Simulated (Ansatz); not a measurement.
Spectroscopic constants of TiS, multiplicity 3 (the spin of the measured ground state). No spin–orbit coupling. Ti is treated without relativity. The T1 diagnostic near the minimum is 0.066, so single-reference values are doubtful.

Seven points along R, fitted to fifth degree in 1/R; most abundant isotopes. In def2 and cc sets the state is the lowest found near the PBE0 minimum, followed along R.

Correlated levels freeze the inner cores; with def2 sets outer-core shells near the valence are correlated too.

Run with Ansatz (an electronic-structure program) with Gaussian orbitals. Values without a source in brackets are computed.

Task: What bond length and harmonic frequency does PBE/def2-TZVPP give, and what D_e (from each atom's lowest state at the same level)?

Result: r_e = 2.080 Å, ω_e = 563 cm⁻¹, D_e = 5.56 eV.

Task: What bond length and harmonic frequency does PBE0/def2-TZVPP give, and what D_e (from each atom's lowest state at the same level)?

Result: r_e = 2.068 Å, ω_e = 584 cm⁻¹, D_e = 4.91 eV.

Task: What bond length and harmonic frequency does B2PLYP/def2-TZVPP give?

Result: r_e = 2.063 Å, ω_e = 622 cm⁻¹.

Measured for the ground state: D_0 4.69 ± 0.004 eV [Morse and co-workers].
